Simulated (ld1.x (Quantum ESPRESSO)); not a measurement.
Logarithmic derivatives: B, TM

* Element: B
* Generator: ld1.x (Quantum ESPRESSO) 7.5
* Type: norm-conserving Troullier–Martins (Kleinman–Bylander form)
* Functional: PBEsol
* Relativity: scalar-relativistic
* Frozen core: [He]
* Valence charge: 3
* Reference configuration: 2s2 2p1
* Partial waves: 2s (bound): rc 0.95 bohr; 2p (bound): rc 3.10 bohr; 3d channel at 0.05 Ry: rc 2.95 bohr
* Local potential: all-electron potential smoothed inside 2.65 bohr (lloc = -1)
* Core correction: a·sin(br)/r model core, default radius (core density twice the valence density)

The phase is arctan(r·u′/u) with u = r·R(r), unwrapped; energies in Ry, scanned from -3 to 5 Ry. A pole is an energy at which the radial function vanishes at the test radius. The pseudo phase is shifted by a multiple of π to meet the all-electron one at the reference energy, and phase errors are pseudo minus all-electron; the curves can meet again beyond the range given. Levels narrower than the energy grid can be missing from the lists of poles.

```
channel  radius (bohr)  reference energy (Ry)  poles, all-electron  poles, pseudo  unbroken range about the reference energy with phases within 0.05 rad  phase error 1 Ry above the reference energy (rad)
      s           3.35                  -0.69          -0.50, 2.82    -0.50, 3.30                                                              below 0.5                                             +0.023
      p           3.35                  -0.26          -0.01, 2.78    -0.01, 3.30                                                              below 0.7                                             +0.057
      d           3.35                   0.05                 1.85           1.86                                                              below 3.0                                             +0.003
```

Note: ghost state, extra bound levels that the all-electron valence spectrum of the same l lacks: s at -253.9 eV. A true bound ghost makes a file unfit for plane-wave use.

Phases in the p channel:

| E (Ry) | all-electron | pseudo |
| --- | --- | --- |
| -3.00 | 1.393 | 1.393 |
| -2.52 | 1.375 | 1.375 |
| -2.04 | 1.351 | 1.351 |
| -1.56 | 1.312 | 1.313 |
| -1.08 | 1.239 | 1.240 |
| -0.60 | 0.976 | 0.979 |
| -0.12 | -1.424 | -1.423 |
| 0.36 | -1.808 | -1.794 |
| 0.84 | -2.180 | -2.091 |
| 1.32 | -3.737 | -3.242 |
| 1.80 | -4.451 | -4.310 |
| 2.28 | -4.623 | -4.548 |
| 2.76 | -4.709 | -4.646 |
| 3.24 | -4.775 | -4.706 |
| 3.72 | -4.849 | -4.753 |
| 4.20 | -4.979 | -4.800 |
| 4.68 | -5.452 | -4.859 |
